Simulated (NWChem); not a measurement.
System: C3H2F3, doublet; SMILES FC(F)(C=[CH])F

Output (shortened):

```
             Northwest Computational Chemistry Package (NWChem) 7.3.0
             --------------------------------------------------------

                             Geometry "geometry" -> ""
                             -------------------------

 Output coordinates in angstroms (scale by  1.889725989 to convert to a.u.)

  No.       Tag          Charge          X              Y              Z
 ---- ---------------- ---------- -------------- -------------- --------------
    1 C                    6.0000     0.11007800     2.14761600     0.00000000
    2 C                    6.0000    -0.59832200     1.03500200     0.00000000
    3 C                    6.0000     0.00533900    -0.34915500     0.00000000
    4 F                    9.0000     1.35084500    -0.32934100     0.00000000
    5 F                    9.0000    -0.40349500    -1.04434900    -1.08969600
    6 F                    9.0000    -0.40349500    -1.04434900     1.08969600
    7 H                    1.0000    -0.05586500     3.23152800     0.00000000
    8 H                    1.0000    -1.70894300     1.03790000     0.00000000

 Effective nuclear repulsion energy (a.u.)     239.8320675284

  pbe96 is a nonlocal functional; adding pw91lda local functional.

                                 NWChem DFT Module
                                 -----------------

 Summary of "ao basis" -> "ao basis" (spherical)
 ------------------------------------------------------------------------------
       Tag                 Description            Shells   Functions and Types
 ---------------- ------------------------------  ------  ---------------------
 C                           6-31g*                  6       14   3s2p1d
 F                           6-31g*                  6       14   3s2p1d
 H                           6-31g*                  2        2   2s

 in cosmo_initialize ...
 calling solv_data for solv:propnol2

 solvent parameters
 solvname_short: propnol2
 solvname_long:  2-propanol
 dielec:       19.2640
 dielecinf:     1.8978
 nonaqueous SMD model solvent descriptors
 dielec:       19.2640
 sola:          0.3300
 solb:          0.5600
 solc:          0.0000
 solg:         30.1300
 solh:          0.0000
 soln:          1.3776

          ---------------
          -cosmo- solvent
          ---------------
 Cosmo: York-Karplus, doi: 10.1021/jp992097l
 dielectric constant -eps-     =  19.26
 screen = (eps-1)/(eps    )    =   0.94809
 surface charge correction     = lagrangian

   van der Waals surface
 --------------------------

 ---------- ATOMIC COORDINATES (A.U.) ------------ VDWR(ANG.) --
     1    0.20801726    4.05840577    0.00000000     1.850
     2   -1.13066463    1.95587018    0.00000000     1.850
     3    0.01008925   -0.65980728    0.00000000     1.850
     4    2.55272690   -0.62236425    0.00000000     1.730
     5   -0.76249499   -1.97353345   -2.05922685     1.730
     6   -0.76249499   -1.97353345    2.05922685     1.730
     7   -0.10556954    6.10670244    0.00000000     1.200
     8   -3.22943400    1.96134660    0.00000000     1.200
 number of segments per atom =        128
 number of   points per atom =        128
 atom (   nspa,  nppa )
 ----------------------
    1 (     78,     0 )       0
    2 (     40,     0 )       0
    3 (     10,     0 )       0
    4 (     78,     0 )       0
    5 (     76,     0 )       0
    6 (     76,     0 )       0
    7 (     54,     0 )       0
    8 (     60,     0 )       0
 number of -cosmo- surface points =      472
 molecular surface =    108.929 angstrom**2
 molecular volume  =     88.177 angstrom**3
 -lineq- algorithm             =   0
 -bem- low  level              =   3
 -bem- from -octahedral-
 gaussian surface charge width =   4.50000
 degree of switching           =   1.00000
 switching function tolerance  =   0.00010
 atomic radii =
 --------------
    1  6.000  1.850
    2  6.000  1.850
    3  6.000  1.850
    4  9.000  1.730
    5  9.000  1.730
    6  9.000  1.730
    7  1.000  1.200
    8  1.000  1.200
 ...... end of -cosmo- initialization ......

 nat:                     8
 ixmem:                  3618
 calling mnsol_interface()
 G(SMD-CDS) energy (kcal/mol)  =     1.960
 SMD-CDS SASA (angstrom**2)    =   130.361

            General Information
            -------------------
          SCF calculation type: DFT
          Wavefunction type:  spin polarized.
          No. of atoms     :     8
          No. of electrons :    47
           Alpha electrons :    24
            Beta electrons :    23
          Charge           :     0
          Spin multiplicity:     2
          Use of symmetry is: off; symmetry adaption is: off
          Maximum number of iterations: 150
          AO basis - number of functions:    88
                     number of shells:    40
          Convergence on energy requested:  1.00D-06
          Convergence on density requested:  1.00D-05
          Convergence on gradient requested:  5.00D-04

              XC Information
              --------------
          PerdewBurkeErnzerhof Exchange Functional  1.000
            Perdew 1991 LDA Correlation Functional  1.000 local
           PerdewBurkeErnz. Correlation Functional  1.000 non-local

             Grid Information
             ----------------
          Grid used for XC integration:  medium
          Radial quadrature: Mura-Knowles
          Angular quadrature: Lebedev.
          Tag              B.-S. Rad. Rad. Pts. Rad. Cut. Ang. Pts.
          ---              ---------- --------- --------- ---------
          C                   0.70       49          10.0       434
          F                   0.50       49          11.0       434
          H                   0.35       45          10.0       434
          Grid pruning is: on
          Number of quadrature shells:   384
          Spatial weights used:  Erf1

      Superposition of Atomic Density Guess
      -------------------------------------

 Sum of atomic energies:        -412.09422359

      Non-variational initial energy
      ------------------------------

 Total energy =    -414.067610
 1-e energy   =   -1047.885986
 2-e energy   =     393.986309
 HOMO         =      -0.151575
 LUMO         =       0.037893

[...]

                                COSMO-SMD solvation results
                                ---------------------------

             internal energy in gas <Psi(g)|H|Psi(g)> =      -414.506411180395
         internal energy in solvent <Psi(s)|H|Psi(s)> =      -414.505593005062
                               delta internal energy  =         0.000818175333 (    0.51 kcal/mol)
   total free energy in solvent <Psi(s)|H+V/2|Psi(s)> =      -414.511520233070
 polarization energy contribution <Psi(s)|V/2|Psi(s)> =        -0.005927228008 (   -3.72 kcal/mol)
    total free energy in solvent including G(SMD-CDS) =      -414.508397566468
                       G(SMD-CDS) energy contribution =         0.003122666602 (    1.96 kcal/mol)
     1 M fixed-concentration free energy of solvation =        -0.001986386073 (   -1.25 kcal/mol)

                    DFT Final Alpha Molecular Orbital Analysis
                    ------------------------------------------

 Vector   22  Occ=1.000000D+00  E=-3.302226D-01
              MO Center=  1.4D-02, -1.1D-01,  1.3D-08, r^2= 2.7D+00
   Bfn.  Coefficient  Atom+Function         Bfn.  Coefficient  Atom+Function
  ----- ------------  ---------------      ----- ------------  ---------------
    46      0.303064  4 F  py                18      0.295882  2 C  py
    60      0.296172  5 F  py                74      0.296172  6 F  py
    20     -0.237222  2 C  s                 64      0.200965  5 F  py
    78      0.200965  6 F  py                32     -0.196961  3 C  py
    50      0.196374  4 F  py                 3     -0.167246  1 C  px

 Vector   23  Occ=1.000000D+00  E=-2.629943D-01
              MO Center= -2.2D-01,  1.5D+00, -3.2D-09, r^2= 1.8D+00
   Bfn.  Coefficient  Atom+Function         Bfn.  Coefficient  Atom+Function
  ----- ------------  ---------------      ----- ------------  ---------------
     5      0.420556  1 C  pz                19      0.393751  2 C  pz
     9      0.274084  1 C  pz                23      0.239661  2 C  pz
    60      0.126535  5 F  py                74     -0.126535  6 F  py
    64      0.089494  5 F  py                78     -0.089494  6 F  py
    47     -0.070154  4 F  pz                51     -0.049714  4 F  pz

 Vector   24  Occ=1.000000D+00  E=-2.087824D-01
              MO Center=  1.2D-01,  1.9D+00,  6.3D-10, r^2= 1.8D+00
   Bfn.  Coefficient  Atom+Function         Bfn.  Coefficient  Atom+Function
  ----- ------------  ---------------      ----- ------------  ---------------
     3      0.539795  1 C  px                 7      0.409515  1 C  px
     6      0.305691  1 C  s                 88      0.197546  8 H  s
    32     -0.149683  3 C  py                87      0.149094  8 H  s
    17     -0.133620  2 C  px                86     -0.125868  7 H  s
     4     -0.117616  1 C  py                85     -0.110371  7 H  s

 Vector   25  Occ=0.000000D+00  E=-4.703812D-02
              MO Center= -2.1D-01,  1.4D+00,  8.1D-11, r^2= 2.2D+00
   Bfn.  Coefficient  Atom+Function         Bfn.  Coefficient  Atom+Function
  ----- ------------  ---------------      ----- ------------  ---------------
     9      0.542494  1 C  pz                23     -0.504781  2 C  pz
     5      0.451453  1 C  pz                19     -0.423703  2 C  pz
    33     -0.160176  3 C  pz                60     -0.129970  5 F  py
    74      0.129970  6 F  py                37     -0.122488  3 C  pz
    64     -0.101998  5 F  py                78      0.101998  6 F  py

 Vector   26  Occ=0.000000D+00  E= 8.075365D-02
              MO Center= -5.3D-01,  1.3D+00,  6.3D-10, r^2= 4.4D+00
   Bfn.  Coefficient  Atom+Function         Bfn.  Coefficient  Atom+Function
  ----- ------------  ---------------      ----- ------------  ---------------
     6      1.110653  1 C  s                 88     -1.011914  8 H  s
    86     -0.990401  7 H  s                 21     -0.574057  2 C  px
    31     -0.389218  3 C  px                20      0.324189  2 C  s
    35     -0.289348  3 C  px                22     -0.268815  2 C  py
    48      0.260710  4 F  s                 17     -0.235125  2 C  px

 Vector   27  Occ=0.000000D+00  E= 1.251472D-01
              MO Center= -4.3D-01,  2.0D+00, -1.6D-08, r^2= 4.3D+00
   Bfn.  Coefficient  Atom+Function         Bfn.  Coefficient  Atom+Function
  ----- ------------  ---------------      ----- ------------  ---------------
    86      1.434462  7 H  s                 20      1.062295  2 C  s
    88     -0.996919  8 H  s                  6     -0.934657  1 C  s
    34     -0.667317  3 C  s                  8     -0.657125  1 C  py
    21     -0.445948  2 C  px                36     -0.282210  3 C  py
    22     -0.279116  2 C  py                32     -0.266237  3 C  py

                     DFT Final Beta Molecular Orbital Analysis
                     -----------------------------------------

 Vector   21  Occ=1.000000D+00  E=-3.322442D-01
              MO Center=  1.0D-01, -8.3D-01, -1.8D-07, r^2= 2.0D+00
   Bfn.  Coefficient  Atom+Function         Bfn.  Coefficient  Atom+Function
  ----- ------------  ---------------      ----- ------------  ---------------
    47      0.380566  4 F  pz                59      0.324232  5 F  px
    73     -0.324232  6 F  px                51      0.258025  4 F  pz
    61     -0.225046  5 F  pz                75     -0.225046  6 F  pz
    63      0.219881  5 F  px                77     -0.219881  6 F  px
    65     -0.153132  5 F  pz                79     -0.153132  6 F  pz

 Vector   22  Occ=1.000000D+00  E=-3.258824D-01
              MO Center= -3.0D-02, -1.0D-01,  1.7D-08, r^2= 2.7D+00
   Bfn.  Coefficient  Atom+Function         Bfn.  Coefficient  Atom+Function
  ----- ------------  ---------------      ----- ------------  ---------------
    18      0.300134  2 C  py                46      0.294776  4 F  py
    60      0.294109  5 F  py                74      0.294109  6 F  py
    20     -0.226051  2 C  s                 32     -0.211743  3 C  py
    64      0.200045  5 F  py                78      0.200045  6 F  py
    50      0.191568  4 F  py                22      0.148629  2 C  py

 Vector   23  Occ=1.000000D+00  E=-2.541416D-01
              MO Center= -2.8D-01,  1.3D+00, -3.4D-09, r^2= 1.8D+00
   Bfn.  Coefficient  Atom+Function         Bfn.  Coefficient  Atom+Function
  ----- ------------  ---------------      ----- ------------  ---------------
    19      0.435315  2 C  pz                 5      0.371344  1 C  pz
    23      0.282026  2 C  pz                 9      0.233695  1 C  pz
    60      0.133461  5 F  py                74     -0.133461  6 F  py
    64      0.094760  5 F  py                78     -0.094760  6 F  py
    47     -0.070054  4 F  pz                51     -0.049692  4 F  pz

 Vector   24  Occ=0.000000D+00  E=-1.158024D-01
              MO Center=  1.9D-01,  1.9D+00,  3.9D-10, r^2= 1.7D+00
   Bfn.  Coefficient  Atom+Function         Bfn.  Coefficient  Atom+Function
  ----- ------------  ---------------      ----- ------------  ---------------
     3      0.500842  1 C  px                 7      0.452818  1 C  px
     6      0.322188  1 C  s                 88      0.270199  8 H  s
    34     -0.188541  3 C  s                 86     -0.162764  7 H  s
    32     -0.143392  3 C  py                87      0.132193  8 H  s
    36     -0.107115  3 C  py                 2      0.100010  1 C  s

 Vector   25  Occ=0.000000D+00  E=-3.270164D-02
              MO Center= -1.5D-01,  1.5D+00, -2.4D-11, r^2= 2.2D+00
   Bfn.  Coefficient  Atom+Function         Bfn.  Coefficient  Atom+Function
  ----- ------------  ---------------      ----- ------------  ---------------
     9      0.573198  1 C  pz                 5      0.474304  1 C  pz
    23     -0.472455  2 C  pz                19     -0.390644  2 C  pz
    33     -0.163759  3 C  pz                37     -0.133706  3 C  pz
    60     -0.123723  5 F  py                74      0.123723  6 F  py
    62     -0.100792  5 F  s                 76      0.100792  6 F  s

 Vector   26  Occ=0.000000D+00  E= 8.916800D-02
              MO Center= -5.1D-01,  1.1D+00,  4.8D-10, r^2= 4.3D+00
   Bfn.  Coefficient  Atom+Function         Bfn.  Coefficient  Atom+Function
  ----- ------------  ---------------      ----- ------------  ---------------
     6      1.093263  1 C  s                 88     -1.006684  8 H  s
    86     -0.870875  7 H  s                 21     -0.554919  2 C  px
    31     -0.423931  3 C  px                22     -0.346619  2 C  py
    20      0.343566  2 C  s                 35     -0.313854  3 C  px
    48      0.296870  4 F  s                 49     -0.229016  4 F  px

   alpha - beta orbital overlaps
   -----------------------------

   alpha      1      2      3      4      5      6      7      8      9     10
    beta      1      2      3      4      6      5      7      8      9     10
 overlap   1.000  1.000  1.000  1.000  0.712  0.712  1.000  1.000  1.000  0.995

   alpha     11     12     13     14     15     16     17     18     19     20
    beta     11     12     13     14     15     16     17     18     19     20
 overlap   0.989  0.984  0.993  1.000  0.992  0.996  1.000  0.998  1.000  0.999

   alpha     21     22     23     24     25     26     27     28     29     30
    beta     21     22     23     24     25     26     27     28     29     30
 overlap   1.000  0.994  0.996  0.988  0.996  0.994  0.994  0.989  1.000  0.991

[...]
```

Level: PBE/6-31G* (spherical d), spin-unrestricted, SMD on the gas-phase geometry. In the optimisation the excess spin sits in a' (Cs, its own frame). All runs use the structure optimised with PBE-D3(BJ)/def2-SVP, spin-unrestricted. No stability test was run on the SCF state. Solvent: 2-propanol.

Problem. Reconstruct the input file.

Solution. One answer among several that fit: the input that was run:
```
start job
memory heap 200 mb stack 900 mb global 1100 mb
geometry units angstroms noautosym nocenter noautoz
  C      0.110078     2.147616     0.000000
  C     -0.598322     1.035002     0.000000
  C      0.005339    -0.349155     0.000000
  F      1.350845    -0.329341     0.000000
  F     -0.403495    -1.044349    -1.089696
  F     -0.403495    -1.044349     1.089696
  H     -0.055865     3.231528     0.000000
  H     -1.708943     1.037900     0.000000
end
basis spherical
  * library 6-31g*
end
dft
  odft
  mult 2
  xc xpbe96 cpbe96
  iterations 150
end
cosmo
  do_cosmo_smd true
  solvent propnol2
end
task dft energy
```
